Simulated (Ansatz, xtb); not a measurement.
**C6H7B: which of two isomers lies lower**

We compare X, `BC1=CC(=C)C1=C`, a singlet, with Y, `C#CC1=CCBC1`, a singlet. Both are isolated molecules in the gas phase, relaxed with B3LYP-D3(BJ)/def2-SVP; the shapes shown needn't be the lowest conformers.

X (Å):

| atom | x (Å) | y (Å) | z (Å) |
| --- | --- | --- | --- |
| C | -0.8541 | 0.0786 | -0.2625 |
| C | -1.4442 | 1.3305 | -0.2820 |
| C | -0.6122 | 1.8514 | 0.8185 |
| C | -0.5001 | 3.0116 | 1.4784 |
| C | 0.0507 | 0.4960 | 0.8644 |
| C | 1.0152 | -0.0700 | 1.5911 |
| B | -1.0828 | -1.1892 | -1.0927 |
| H | -1.9251 | -1.1853 | -1.9578 |
| H | -0.4362 | -2.1887 | -0.8960 |
| H | -2.2376 | 1.7686 | -0.8925 |
| H | -1.1322 | 3.8682 | 1.2301 |
| H | 0.2279 | 3.1334 | 2.2845 |
| H | 1.3167 | -1.1059 | 1.4154 |
| H | 1.5299 | 0.4840 | 2.3805 |

Y (Å):

```yaml
atoms:
  - { symbol: C, position_ang: [1.4632, -1.8296, 1.3513] }
  - { symbol: C, position_ang: [0.8681, -0.8842, 0.8728] }
  - { symbol: C, position_ang: [0.1609, 0.2441, 0.3657] }
  - { symbol: C, position_ang: [-0.0610, 0.5075, -0.9435] }
  - { symbol: C, position_ang: [-0.8413, 1.7775, -1.1809] }
  - { symbol: C, position_ang: [-0.4363, 1.3036, 1.2862] }
  - { symbol: B, position_ang: [-1.0980, 2.3177, 0.2793] }
  - { symbol: H, position_ang: [1.9908, -2.6690, 1.7626] }
  - { symbol: H, position_ang: [0.2940, -0.1426, -1.7477] }
  - { symbol: H, position_ang: [-0.2966, 2.5137, -1.8071] }
  - { symbol: H, position_ang: [-1.7879, 1.6108, -1.7348] }
  - { symbol: H, position_ang: [-1.6931, 3.3245, 0.5721] }
  - { symbol: H, position_ang: [-1.1675, 0.8786, 2.0015] }
  - { symbol: H, position_ang: [0.3266, 1.7831, 1.9304] }
```

Quicker runs give these differences E(Y) − E(X): GFN2-xTB −11.2 kcal/mol; HF/STO-3G −36.7 kcal/mol (at GFN2-xTB geometries); r2SCAN-D4/def2-SVP −15.3 kcal/mol (at GFN2-xTB geometries).

Q: Estimate E(Y) − E(X) at the level CCSD(T)/def2-SVP + ΔMP2/def2-TZVPP.

A: Calculated at CCSD(T)/def2-SVP + ΔMP2/def2-TZVPP: E(Y) − E(X) = −16.9 kcal/mol, so structure Y lies lower.

The same difference at several levels:

```tsv
level	geometry	E(Y) − E(X) (kcal/mol)	departure from the last row (kcal/mol)	job, with rough time for the two
GFN2-xTB	GFN2-xTB	−11.2	+5.7	optimisation, 0.1 s
HF/STO-3G	GFN2-xTB	−36.7	−19.8	single point, 0.24 s
r2SCAN-D4/def2-SVP	GFN2-xTB	−15.3	+1.5	single point, 2.5 s
B3LYP-D3(BJ)/def2-SVP	B3LYP-D3(BJ)/def2-SVP	−13.9	+2.9	optimisation, 18 s
HF/def2-SVP	B3LYP-D3(BJ)/def2-SVP	−17.5	−0.6	part of the CCSD(T) run
MP2/def2-SVP	B3LYP-D3(BJ)/def2-SVP	−21.2	−4.4	part of the CCSD(T) run
CCSD(T)/def2-SVP	B3LYP-D3(BJ)/def2-SVP	−17.4	−0.5	single point
CCSD(T)/def2-SVP + ΔMP2/def2-TZVPP	B3LYP-D3(BJ)/def2-SVP	−16.9		single point, 37 s
```

As drawn, Y has 1 C≡C, 1 C–B, 1 C–H in place of 2 C=C, 1 B–H. Structure X has a 4-membered ring, Y a 5-membered ring.

The levels shown agree on the order. The largest departure from CCSD(T)/def2-SVP + ΔMP2/def2-TZVPP is that of HF/STO-3G, 19.8 kcal/mol. The last row adds to CCSD(T) the change of the MP2 difference between the two basis sets, here +0.5 kcal/mol.

With thermal terms from frequencies at re-optimised GFN2-xTB minima (ideal gas, soft modes damped towards free rotors, one conformer each, 298.15 K, 1 atm): on the last row, ΔE + ΔZPE = −15.8, ΔH = −16.1, ΔG = −15.4 kcal/mol.

The correlated steps freeze 7 core orbitals. Run with Ansatz 0.2.0, xtb 6.7.1; the last row on 4 threads of Arm Neoverse V2 on a shared host.
